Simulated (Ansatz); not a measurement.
Basis-set extrapolation for CH6ClNSSi, SMILES `CN[SiH](S)Cl` (PBE0-D4/def2-TZVP geometry, frozen core, Ansatz 0.2.0). Multiplicity 1, RHF reference.

```csv
,def2-TZVPP,def2-QZVPP
HF,-1241.964854,-1242.002777
MP2 correlation,-0.875087,-0.947230
CCSD(T) correlation,-0.974390,not run
```

Energies in hartree. Use E(X) = E(∞) + A·exp(−7.88·√X) for Hartree–Fock and E(X) = E(∞) + B·X^(−2.97) for correlation, with X = 3 and 4, and add CCSD(T) minus MP2 of the smaller set to the MP2 limit.

What is the CCSD(T) energy at the basis-set limit?

HF limit: -1242.002777 + (-0.037923) × 0.13774 = -1242.00800. MP2 limit: -0.947230 + (-0.072143) × 0.74074 = -1.00067. Higher-order term: -0.974390 − (-0.875087) = -0.09930. Total: -1243.10797 hartree, 443.0 kJ/mol below CCSD(T)/def2-TZVPP.
